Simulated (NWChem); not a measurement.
Molecule: BeSiH3I; SMILES [Be]([I])[SiH3]

```xyz
6

Be    -0.0004    -1.0922     0.0016
I      0.0006     1.0875     0.0004
Si    -0.0005    -3.2693    -0.0024
H     -1.1069    -3.8195    -0.8508
H     -0.1803    -3.8271     1.3770
H      1.2861    -3.8201    -0.5391
```
Atoms are numbered in this order, from 1.

Level: PBE0/def2-SVP with def2 effective core potentials on I (NWChem), optimised geometry, unscaled harmonic frequencies. def2 effective core potentials on I; no spin-orbit coupling.

Q: List the harmonic frequencies with IR intensities, and the thermochemistry.

A: 
```csv
frequency (cm⁻¹),IR intensity (km/mol)
147,11.2
147,11.2
237,5.6
481,1.4
481,1.4
836,354.9
879,13.6
934,33.4
935,33.4
2206,52.4
2211,83.9
2211,83.9
```

* **zero-point energy**: 16.7 kcal/mol
* **thermal correction to the enthalpy at 298.15 K (with zero-point energy)**: 20.7 kcal/mol
* **heat capacity Cv**: 16.2 cal/(mol K)
* **entropy at 298.15 K and 1 atm (symmetry number 3)**: 74.0 cal/(mol K)

Rigid rotor and harmonic oscillator.
